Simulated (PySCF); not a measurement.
C₄H₁₀Si₂, SMILES C=C[Si@H]1CC[SiH2]1. Heavy atoms are numbered as in [CH2:1]=[CH:2][Si@H:3]1[CH2:4][CH2:5][SiH2:6]1. Hydrogens are named by the atom that carries them.

Geometry: PBE0-D3(BJ)/def2-SVP. The structure was generated by enumeration; whether it is a known compound was not checked. Other conformers were not sampled.

Method: PBE/def2-TZVP (PySCF).

Atomic charges (e), one atom of each kind:

```tsv
atom	Mulliken	meta-Löwdin	Löwdin
C1 (CH2)	-0.24	-0.22	-0.21
C2 (CH)	-0.19	-0.33	-0.31
Si3 (SiH)	0.19	0.48	0.24
C4 (CH2)	-0.28	-0.43	-0.37
C5 (CH2)	-0.28	-0.42	-0.39
Si6 (SiH2)	0.06	0.29	0.19
H on C1	0.12	0.12	0.12
H on C2	0.11	0.12	0.14
H on Si3	-0.03	-0.08	-0.01
H on C4	0.12	0.12	0.15
H on C5	0.12	0.12	0.13
H on Si6	-0.02	-0.07	-0.03
```

Give the Mayer and Wiberg (Löwdin basis) orders of the bonds. (Estimate from the structure and the level; the computed values follow.)


```tsv
bond	Mayer	Wiberg
C1–C2	1.92	2.21
C2–Si3	1.01	1.14
Si3–C4	0.96	1.07
C4–C5	0.97	1.24
Si3–Si6	0.95	1.01
C5–Si6	0.98	1.12
```
